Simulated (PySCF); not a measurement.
Ionisation energy of Mo²⁺ by level of theory

Mo²⁺ [Kr] 4d4 (5D) → Mo³⁺ [Kr] 4d3 (4F), as a difference of total energies. Calculation: PySCF 2.14, in def2-SVP with the def2 core potential (28 electrons); scalar relativity through the core potential. Correlated levels: valence: 4s2 4p6 frozen. The calculations carry no spin-orbit coupling.

| method | ionisation energy (eV) |
| --- | --- |
| UHF | 26.260 |
| LDA | 27.601 |
| PBE0 | 27.398 |
| MP2 (valence) | 26.598 |
| SCS-MP2 (valence) | 26.373 |

Task: How much does correlation contribute at MP2 (valence)?

Result: 26.598 − (26.260) = 0.338 eV, measured against UHF.

The reference lies between the lowest fine-structure levels, while these numbers refer to the centres of the terms.

Errors of the correlated levels include the incompleteness of this basis and the frozen core.

For comparison: 27.13 ± 0.12 eV (semi-empirical (NIST evaluation); NIST Atomic Spectra Database, ionization energies).
